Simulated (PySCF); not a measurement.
C3H9NSi, SMILES C/N=C/[SiH2]C.

The structure is a stationary point at r2SCAN-D4/def2-SVP. The structure was generated by enumeration; whether it is a known compound was not checked. The values are those of a single conformer.

All values below come from PBE/def2-TZVP run with PySCF.

Isolated molecule, no solvent.

Computed frontier levels, gap, dipole moment and polarisability:
```yaml
highest_occupied_level: -5.68 eV
lowest_empty_level: -1.78 eV
orbital_gap: 3.90 eV
dipole_moment: 0.76 D
quadrupole, principal values (traceless, Buckingham form, about the centre of nuclear charge): -3.21, -1.73, 4.94 D·Å
mean_static_polarisability: 77.1 bohr³ (11.42 Å³)
polarisability_principal_values: 58.3, 75.5, 97.4 bohr³
```
